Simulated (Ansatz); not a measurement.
Ansatz (a first-principles code) input for C2H7Si, SMILES C[SiH]C, multiplicity 2, PBE0/def2-SVPD. Geometry optimised at PBE0-D3(BJ)/def2-SVP. The isomer is the one that the SMILES or the coordinates give; other isomers of the formula were not compared.

Ansatz 0.2 input:
```yaml
crystal:
  periodic: [false, false, false]
  atoms:
    - {symbol: C, position_ang: [0.04202033, 0.46800088, -1.56111199]}
    - {symbol: Si, position_ang: [-0.13359745, -0.57524851, 0.00000000]}
    - {symbol: C, position_ang: [0.04202033, 0.46800089, 1.56111198]}
    - {symbol: H, position_ang: [1.03093348, 0.95702993, -1.59184811]}
    - {symbol: H, position_ang: [-0.05940442, -0.15008827, -2.46586329]}
    - {symbol: H, position_ang: [-0.72672233, 1.25524450, -1.59781784]}
    - {symbol: H, position_ang: [0.87650680, -1.68690383, -0.00000000]}
    - {symbol: H, position_ang: [1.03093349, 0.95702994, 1.59184811]}
    - {symbol: H, position_ang: [-0.05940442, -0.15008827, 2.46586329]}
    - {symbol: H, position_ang: [-0.72672233, 1.25524450, 1.59781784]}
basis:
  gaussian:
    orbitals: def2-SVPD
hamiltonian:
  xc: {name: PBE0}
magnetization: {spin_polarized: true, initial_magnetization: 1}
```

It prints:

```
WARN ansatz: RAYON_NUM_THREADS=1 ignored (pool sized by the plan → 1); use --threads N
Functional definition: PBE0
integrals: 0.04 GiB planned
1031 factors; their error is unknown
mean field: 0.52 GiB planned
mean field evaluation 1: about -10047.6939 eV, gradient 3.9e1 eV
mean field evaluation 2: about -10045.0527 eV, gradient 4.2e1 eV
mean field evaluation 4: about -10054.8821 eV, gradient 7.2e-1 eV
mean field evaluation 8: about -10054.9320 eV, gradient 1.4e-2 eV
mean field -10054.93202502 eV, -369.5119364419 hartree, gradient 6.4e-5 eV, S^2 0.752085; 0 other end points of the search recorded, 0 dependent functions left out
reference -10054.93205882 eV, -369.5119376839 hartree; 17, 16 occupied and 103, 104 virtual orbitals, 1031 factors
Total energy: -10054.93205882 eV, -369.5119376839 hartree
```

The calculation finished and met its thresholds.

Cost: around 5 core-seconds (rough).
